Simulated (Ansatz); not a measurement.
TeF₃, SMILES F[Te](F)F, multiplicity 2.

Coordinates come from a B3LYP-D3(BJ)/def2-SVP optimisation. The multiplicity is an assumed one; other spin states were not compared. The isomer is the one that the SMILES or the coordinates give; other isomers of the formula were not compared. The def2 effective core potentials stand for the cores of Te; spin–orbit coupling is left out.

Two levels are set side by side: PBE/def2-SVPD (Ansatz, a quantum-chemistry and plane-wave program) and ωB97X-V/def2-SVPD (Ansatz). Energy differences of separate SCF runs at the same geometry; the states with an electron removed or added have multiplicity 1 and 1. Differences are taken from unrounded values.

```json
[
 {"quantity": "vertical ionisation energy (eV)", "PBE": "10.37"},
 {"quantity": "vertical electron affinity (eV)", "PBE": "2.66"}
]
```

### Question
These are the PBE values. What does ωB97X-V give? (An estimate is asked for; the answer gives what the named calculation found.)

### Answer

| quantity | ωB97X-V | PBE minus ωB97X-V |
|---|---|---|
| vertical ionisation energy (eV) | 11.02 | -0.65 |
| vertical electron affinity (eV) | 3.06 | -0.40 |
